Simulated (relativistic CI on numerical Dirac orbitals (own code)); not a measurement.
## La II: sensitivity of the levels to the model

Base calculation: Dirac-Coulomb-Breit CI, separate exchange-only KLI orbitals for each configuration, QED by a radiative potential, valence Slater integrals scaled by 0.85, P86 correlation energy added to each configuration.

Configuration list (outside the closed core [Xe]): 5d², 5d6s, 6s², 4f6s, 5d4f, 5d6p, 6s6p, 4f², 5d5f, 4f6p, 5d7s, 5d5g, 5d6d, 5d7p, 4f5f, 6p². Levels of other configurations are missing.

The lowest level and the first level of each name with at least 55 % of one term (blank where a level has no safe partner in the second run):

| Level | Base (cm⁻¹) | Shift (cm⁻¹) |
| --- | --- | --- |
| 5d² ³F2 | 0.0 | 0.0 |
| 5d² ³F3 | 687.0 | -78.6 |
| 5d² ³F4 | 1410.6 | -70.6 |
| 5d² ¹D2 | 1559.3 | +4059.8 |
| 5d6s ³D1 | 3103.9 | -28.4 |
| 5d6s ³D2 | 3549.4 | -93.6 |
| 5d6s ³D3 | 4141.4 | +21.9 |
| 5d² ³P0 | 5366.5 | +820.1 |
| 5d² ³P1 | 5642.1 | +756.9 |
| 5d² ³P2 | 6033.2 | +953.3 |
| 5d² ¹G4 | 8225.8 | +280.4 |
| 6s² ¹S0 | 8664.1 | +5479.8 |
| 5d6s ¹D2 | 11283.6 | -1813.4 |
| 5d² ¹S0 | 18325.7 | +1749.4 |

For a near-neutral ion this model can misplace configurations by up to about 10,000 cm⁻¹ (more where the count of f electrons changes) and terms by 10 to 25 % of their spread. Rates follow the energies as ν³ (E1, M1) or ν⁵ (E2), so they and the lifetimes can be off by large factors. The fine structure of a lone outer electron comes out too small, for d and f at times inverted, and misplaced configurations move strength between like terms. 35 of the 50 excited levels that our extract of the measured tables holds in this range could be paired (the sources list more); they are missed by 3964 cm⁻¹ on average and 9587 at most, and levels without a partner can miss by more. Some levels of the ground configuration have no partner and can miss by 10 % or more.

Q: One thing was changed in a second run, which moved the levels as shown. Which?
A. configuration mixing switched off
B. Breit term removed
C. valence Slater integrals scaled by 0.75
D. no correlation estimate
E. one mean potential for all configurations
F. QED terms removed

A: A. Configuration mixing switched off. Without mixing, levels that were pushed by configurations of the same parity and J return to their single-configuration places.

LS names give the leading component of a level, which can be under half, so a name can repeat, a term be missing and a line seem to break the LS rules.
